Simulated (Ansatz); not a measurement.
Wavefunction ladder for C2H6ClSi, SMILES `[CH2]C[SiH2]Cl` radical

Cartesian coordinates in Å:
```
C 0.1858 -0.0736 -1.5288
C -0.1031 -0.7556 -0.2571
Si -0.0392 0.5644 1.0848
Cl -0.4293 -0.2452 2.9456
H 1.2050 0.0698 -1.8627
H -0.6047 0.3968 -2.0984
H 0.6349 -1.5242 -0.0097
H -1.0973 -1.2112 -0.2353
H -1.0620 1.6044 0.8258
H 1.3100 1.1742 1.1359
```

Charge 0, multiplicity 2. All single points use the PBE0-D4/def2-TZVP geometry. It is one conformer, not always the lowest. Frozen core, unrestricted reference, Ansatz. CBS rows extrapolate triple and quadruple zeta; past MP2 they add the triple-zeta difference.

```tsv
basis	HF (Eh)	MP2 corr.	CCSD corr.	(T)	CCSD(T) total
def2-SVP	-827.37847	-0.48979	-0.54826	-0.01396	-827.94069
def2-TZVPP	-827.72901	-0.63276	-0.69083	-0.02691	-828.44675
def2-QZVPP	-827.75457	-0.68290	–	–	–
CBS(def2)	-827.75809	-0.72005	-0.77811	as TZ	-828.56311
```
